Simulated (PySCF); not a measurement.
Molecule: SMILES O=Cc1cccnc1, C$_{6}$H$_{5}$NO.

Geometry:
```csv
atom,x (Å),y (Å),z (Å)
O1,-2.576,1.659,-0.209
C2,-2.204,0.515,-0.138
C3,-0.785,0.107,-0.057
C4,0.237,1.063,-0.068
C5,1.550,0.626,0.015
C6,1.787,-0.751,0.108
N7,0.824,-1.669,0.119
C8,-0.431,-1.242,0.038
H9,-2.935,-0.333,-0.130
H10,-0.029,2.121,-0.142
H11,2.386,1.328,0.010
H12,2.815,-1.125,0.178
H13,-1.215,-2.010,0.047
```

Geometry PBE0-D3(BJ)/def2-SVP throughout; GIAO in PySCF, gas phase, one conformer, non-relativistic; equivalent atoms averaged; functional PBE0.

For orientation, cc-pVDZ gives these absolute shieldings σ: O1 -295.2, C8 43.2, C6 43.6, C4 63.0, C5 72.9, C3 65.3, H13 22.40, H12 22.41, H11 24.00 ppm.

A run gave: O1 -299.7, C8 110.5, C6 111.9, C4 123.2, C5 126.9, C3 129.0, H13 23.52, H12 23.62, H11 25.21 ppm (absolute shieldings σ).

**Question.** Which basis set was used in that run?
A. def2-TZVP
B. 6-31G*
C. IGLO-III
D. STO-3G

**Answer.** D. C6 tells them apart best: STO-3G gives 111.9, def2-TZVP gives 25.9, 6-31G* gives 46.0, IGLO-III gives 19.3 ppm.
